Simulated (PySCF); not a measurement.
**Tl(OH)3(NH3) at several levels of theory**

Computed with PySCF 2.14.0 (density fitting, no spin-orbit coupling) at the geometry relaxed with PBE0:

```xyz
11
Tl(OH)3(NH3) (singlet)
Tl    0.1492   -0.2948    0.1790
O     0.5099    1.4732    1.2732
H     1.4634    1.5650    1.3945
O    -1.3893   -1.5565    0.8385
H    -1.5653   -1.3031    1.7540
O     1.5742   -0.9234   -1.2165
H     1.4311   -1.8694   -1.3489
N    -1.1840    1.2324   -1.1946
H    -0.9661    2.0938   -0.6905
H    -0.8886    1.3291   -2.1642
H    -2.1890    1.0708   -1.1668
```

```json
{"level": "PBE0", "basis": "Tl def2-SVP with ECP60, O def2-SVP, H def2-SVP, N def2-SVP", "state": "singlet", "HOMO (eV)": "-7.41", "gap (eV)": "5.77", "charge on Tl1 (e)": "0.68", "dipole about the centre of mass (D)": "2.90", "largest force component (eV/Å)": "0.02"}
{"level": "revPBE", "basis": "the same", "state": "singlet", "HOMO (eV)": "-5.59", "gap (eV)": "3.22", "charge on Tl1 (e)": "0.52", "dipole about the centre of mass (D)": "2.97", "largest force component (eV/Å)": "0.66"}
{"level": "PBE0", "basis": "Tl def2-TZVP with ECP60, O def2-TZVP, H def2-TZVP, N def2-TZVP", "state": "singlet", "HOMO (eV)": "-7.79", "gap (eV)": "5.79", "charge on Tl1 (e)": "0.96", "dipole about the centre of mass (D)": "2.80", "largest force component (eV/Å)": "0.27"}
```

Charges are Mulliken's, which hang on the basis. The relaxation used the grid (50, 194), these runs (75, 302) or, all-electron (x2c bases, spin-free X2C Hamiltonian), (99, 590).

(1) What does TPSSh with Tl def2-SVP with ECP60, O def2-SVP, H def2-SVP, N def2-SVP give here?

Answers

(1) state singlet, HOMO (eV) -6.47, gap (eV) 4.42, charge on Tl1 (e) 0.62, dipole about the centre of mass (D) 2.93, largest force component (eV/Å) 0.34. Time: 9.9 s on 2 threads of Arm Neoverse V1, on a shared host, from an already converged density.
